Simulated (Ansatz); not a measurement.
Species: SF$_{2}$, charge 0, singlet. SF2 (fluoro thiohypofluorite, SMILES FSF).
B3LYP-D3(BJ)/def2-TZVP minimum from Ansatz (a program for electronic structure):
```xyz
3

F     -1.2130    -0.5047     0.0161
S     -0.0057     0.5532     0.0075
F      1.2232    -0.4788    -0.0294
```

Total energies in hartree (Ansatz). UHF or UKS for unpaired electrons; spin-orbit terms are left out. Cores are frozen in correlated methods. No relativity.

```tsv
species	HF/cc-pV(T+d)Z	CCSD(T)/cc-pV(T+d)Z	HF/cc-pV(Q+d)Z	CCSD(T)/cc-pV(Q+d)Z	CCSDT(Q)/cc-pV(T+d)Z
1: SF2 (SMILES S(F)F)	-596.44189	-597.15428	-596.46575	-597.24113	-597.15618
2: F (doublet)	-99.40552	-99.62036	-99.41377	-99.65026	-99.62061
3: S (triplet)	-397.50938	-397.65444	-397.51264	-397.66785	-397.65537
```

Question: Work out the atomisation energy (electronic, to ground-state atoms) in kcal/mol: take Hartree-Fock from cc-pV(Q+d)Z, extrapolate the CCSD(T) correlation energy as X^-3 (X = 3, 4), and add CCSDT(Q) - CCSD(T) in cc-pV(T+d)Z. 1 hartree = 627.51 kcal/mol.

Answer: 
Species 1: correlation (64·(-0.77538) - 27·(-0.71239))/37 = -0.82135; step -0.00190; E1 = -596.46575 + (-0.82135) + (-0.00190) = -597.28900
Species 2: correlation (64·(-0.23649) - 27·(-0.21484))/37 = -0.25229; step -0.00025; E2 = -99.41377 + (-0.25229) + (-0.00025) = -99.66631
Species 3: correlation (64·(-0.15521) - 27·(-0.14506))/37 = -0.16262; step -0.00093; E3 = -397.51264 + (-0.16262) + (-0.00093) = -397.67619
-1·E1 +2·E2 +1·E3 = 0.28019 hartree = 175.8 kcal/mol.
